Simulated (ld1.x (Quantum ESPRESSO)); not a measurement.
## What one change does to a pseudopotential (Cr, TM)

ld1.x (Quantum ESPRESSO) 7.5 input, shortened:

```
&input
   title='Cr', zed=24., rel=1, dft='PBE', iswitch=3,
   config='[Ar] 3d5 4s0.75 4p0'
 /
 &inputp
   pseudotype=2, tm=.true., lloc=-1, rcloc=1.30,
   nlcc=.true., new_core_ps=.true., rcore=1.20
 /
3
4S  1  0   0.75   0.00  2.10  2.10  0.0
3P  2  1   6.00   0.00  1.20  1.20  0.0
3D  3  2   5.00   0.00  2.05  2.05  0.0
 &test
   configts(1)='3p6 3d5 4s0.75 4p0'
 /
```

Change: local potential the s channel.

Cutoffs: the cutoffs (Ry, on a coarse ladder) from which the occupation-weighted sum of valence levels, in a spherical-Bessel basis at the reference potential, stays within 10 and 1 mRy of its value at 400 Ry; they do not see the model core or the augmentation charge, which bear on the density cutoff. Errors are all-electron minus pseudo energies relative to the spin-unpolarised reference configuration.

What does the change do?

The potential gets neither clearly harder nor softer (70 Ry and 110 Ry → 70 Ry and 110 Ry); the bound ghost in s disappears; of the 7 tests that both files solve, the error grows in 5 and shrinks in 1 by more than 15 % and 0.3 meV (median size 2.4 → 82.4 meV); the range in which the s phases agree narrows (upper end 2.7 → 1.4); the range in which the p phases agree narrows (upper end at the end of the scan → -1.3). In the separable form a ghost depends on how the local part lies against the semilocal potential of the channel, so the choice of the local part can create or remove one.

```csv
quantity,base,changed
"cutoff, loose",70 Ry,70 Ry
"cutoff, tight",110 Ry,110 Ry
loose cutoff by channel (10 mRy a level),"s 10 Ry, p 45 Ry, d 50 Ry","p 45 Ry, d 50 Ry, s 6 Ry"
bound ghosts,s,none
"error for 3p6 3d5 4s1 4p0, meV [ΔE -1.17 eV]",0.0,-0.1
"error for 3p6 3d5 4s0 4p0, meV [ΔE 5.73 eV]",-3.5,-4.7
"error for 3p6 3d4 4s0 4p0, meV [ΔE 21.78 eV]",-4.0,-119
"error for 3p6 3d2 4s0 4p0, meV [ΔE 100.89 eV]",+754,-400
"error for 3p6 3d5.5 4s0.5 4p0, meV [ΔE -0.45 eV]",-2.3,-12
"error for 3p6 3d4 4s1 4p0, meV [ΔE 6.81 eV]",-2.4,-82
"error for 3p6 3d5 4s0 4p1, meV [ΔE 1.95 eV]",+2.1,-388
s: phases at 2.29 bohr within 0.05 rad from the reference energy up to (Ry; the scan ends near 5),2.7,1.4
p: phases at 2.29 bohr within 0.05 rad from the reference energy up to (Ry; the scan ends near 5),to the end of the scan,-1.3
d: phases at 2.29 bohr within 0.05 rad from the reference energy up to (Ry; the scan ends near 5),1.5,0.5
```

Changed file: These tests converged, but a pseudo level misses the all-electron one widely, so the file describes the atom poorly there or has found another state: 3p6 3d2 4s0 4p0: empty 4p by 4.4 eV (a node warning on the way). A true bound ghost makes a file unfit for plane-wave use even where its test errors are small: the radial tests pick states by their node count and pass the ghost by.
